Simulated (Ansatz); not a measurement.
C2H5AlBNO (`C=[N][Al]1[O][B]1C`). The species carries charge 0 and has multiplicity 1.

```xyz
11

C    -2.838   -0.505    2.068
N    -1.788   -0.391    1.410
Al   -0.261   -0.322    0.581
O    -0.149    0.708   -0.924
B     1.079    0.229   -0.835
C     2.406    0.336   -1.624
H    -3.584   -1.288    1.861
H    -3.093    0.173    2.897
H     3.205    0.708   -0.977
H     2.303    1.003   -2.485
H     2.719   -0.651   -1.973
```

Question: List the harmonic frequencies (cm⁻¹, unscaled) at PBE0-D4/def2-TZVP in Ansatz. (Estimate.)

Answer: Computed: 68, 82, 85, 87, 221, 262, 283, 308, 398, 559, 745, 829, 840, 966, 1122, 1198, 1301, 1435, 1436, 1503, 1528, 1855, 2966, 3017, 3041, 3125, 3128.

Question: Is this a minimum?

Answer: Yes, all 27 modes are real.

Question: Give the ideal-gas thermochemistry at 298.15 K and 1 bar (rigid rotor, harmonic oscillator; point group Cs, symmetry number 1).

Answer: Zero-point energy 193.7 kJ/mol; H(298) − E = 218.8 kJ/mol; entropy 380.9 J/(mol·K), of which translation 165.9, rotation 112.7, vibration 102.3; G(298) − E = 105.3 kJ/mol. Modes under 100 cm⁻¹ are hindered rotations or soft bends, so the harmonic entropy is rough.

Question: And at 400, 500, 600, 800 and 1000 K?

Answer: 
```csv
T (K),H − E (kJ/mol),S (J/mol/K),G − E (kJ/mol)
400,232.0,418.7,64.5
500,246.6,451.1,21.0
600,262.6,480.3,-25.6
800,298.1,531.2,-126.9
1000,337.1,574.7,-237.6
```

Question: Rotational constants (cm⁻¹)?

Answer: 0.6295, 0.03977, 0.03796.
